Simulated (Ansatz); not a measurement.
A nudged elastic band was laid between two geometries of CH9BN2Si (14 atoms, charge 0, multiplicity 1).

Level of theory: Ansatz, RKS PBE/cc-pVDZ.

| Quantity | Value |
| --- | --- |
| movable images | 7 |
| climbing image | yes |
| spring | 5.0 eV/Å² |
| optimiser | quadratic models (default) |
| start path | through a guess of the saddle point |
| force threshold | 0.05 eV/Å |
| iteration limit | 60 |
| end points | relaxed |

Image 0:

```xyz
14
Properties=species:S:1:pos:R:3
B -0.619 1.710 1.701
N -1.176 0.753 0.829
Si -0.665 0.380 -0.854
N 0.178 -1.130 -1.109
C 1.481 -1.442 -0.530
H 0.298 2.404 1.301
H -1.061 1.828 2.830
H -1.944 0.181 1.202
H 0.245 1.516 -1.221
H -1.910 0.275 -1.698
H -0.401 -1.958 -1.277
H 2.087 -0.515 -0.465
H 1.435 -1.876 0.496
H 2.042 -2.153 -1.175
```

Image 8:

```xyz
14
Properties=species:S:1:pos:R:3
B -1.199 1.980 1.768
N -1.190 0.839 0.940
Si -0.130 0.510 -0.460
N 0.669 -1.024 -0.172
C 1.179 -1.890 -1.231
H -0.406 2.876 1.548
H -1.995 2.044 2.688
H -1.863 0.095 1.160
H 0.716 1.756 -0.579
H -0.918 0.288 -1.729
H 1.215 -1.090 0.693
H 0.535 -1.793 -2.129
H 2.225 -1.663 -1.548
H 1.147 -2.957 -0.921
```

(1) What changes between the two ends?

(2) What energy profile does the band end with?

(3) What is the geometry of the highest image?

(4) What are the harmonic wavenumbers there?

## Answers

(1) No bond is made or broken. The dihedral N2–Si3–N4–H11 goes from 87 to -57°.

(2) It converged. The highest image is number 5 of 0 to 8, 11.9 kJ/mol above the first end and 9.1 kJ/mol above the last; the last end lies 2.7 kJ/mol above the first. A vibrational analysis at the climbing image gives one clearly imaginary mode, 155i cm⁻¹: a first-order saddle point.

| image | path coordinate (Å) | energy (kJ/mol) | dihedral N2–Si3–N4–H11 (°) |
| --- | --- | --- | --- |
| 0 | 0.00 | 0.0 | 87 |
| 1 | 1.12 | 2.4 | 72 |
| 2 | 2.25 | 7.9 | 60 |
| 3 | 3.37 | 7.8 | 53 |
| 4 | 4.49 | 9.3 | 36 |
| 5 | 5.60 | 11.9 | 4 |
| 6 | 6.31 | 7.9 | -34 |
| 7 | 7.02 | 3.9 | -47 |
| 8 | 7.72 | 2.7 | -57 |

(3) 
```xyz
14
Properties=species:S:1:pos:R:3:forces:R:3
B -1.181 1.784 1.792 0.00 0.00 0.00
N -1.370 0.866 0.739 0.00 0.00 0.00
Si -0.228 0.513 -0.587 0.00 0.00 0.00
N 0.673 -0.921 -0.149 0.00 0.00 0.00
C 1.453 -1.737 -1.067 0.00 0.00 0.00
H -0.152 2.433 1.825 0.00 0.00 0.00
H -2.043 1.908 2.643 0.00 0.00 0.00
H -2.251 0.339 0.727 0.00 0.00 0.00
H 0.655 1.723 -0.756 0.00 0.00 0.00
H -1.029 0.307 -1.859 0.00 0.00 0.00
H 0.405 -1.386 0.722 0.00 0.00 0.00
H 1.762 -1.129 -1.942 0.00 0.00 0.00
H 2.389 -2.106 -0.593 0.00 0.00 0.00
H 0.903 -2.623 -1.466 0.00 0.00 0.00
```

(4) 155i, 40, 78, 150, 239, 247, 295, 363, 595, 684, 708, 758, 795, 858, 924, 946, 969, 1056, 1092, 1125, 1129, 1223, 1340, 1363, 1400, 1411, 1446, 2099, 2145, 2508, 2591, 2908, 2976, 3029, 3471, 3515 cm⁻¹.

The run took 8.2 min on 2 threads of Arm Neoverse V1, with other jobs on the host, peak memory 0.17 GiB.
